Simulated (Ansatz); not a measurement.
`C[SiH]1[O][AlH]1`. Charge 0, multiplicity 1.

Cartesian coordinates in Å:
```
C -1.442 -0.459 0.286
Si 0.318 0.102 0.535
O 1.448 -0.569 -0.520
Al 1.714 1.095 -0.968
H -2.114 0.108 0.936
H -1.769 -0.333 -0.747
H -1.530 -1.517 0.553
H 0.660 -0.097 1.974
H 2.715 1.668 -2.049
```

List the harmonic frequencies (cm⁻¹, unscaled) at PBE0-D4/def2-TZVP in Ansatz. (Estimate.)

Computed: 133, 162, 226, 401, 414, 475, 626, 666, 700, 736, 800, 873, 923, 1267, 1438, 1444, 1934, 2177, 3043, 3123, 3148.

Is this a minimum?

Yes, all 21 modes are real.

Give the ideal-gas thermochemistry at 298.15 K and 1 bar (rigid rotor, harmonic oscillator; point group C1, symmetry number 1).

Zero-point energy 147.8 kJ/mol; H(298) − E = 166.5 kJ/mol; entropy 321.6 J/(mol·K), of which translation 164.7, rotation 107.5, vibration 49.5; G(298) − E = 70.6 kJ/mol.
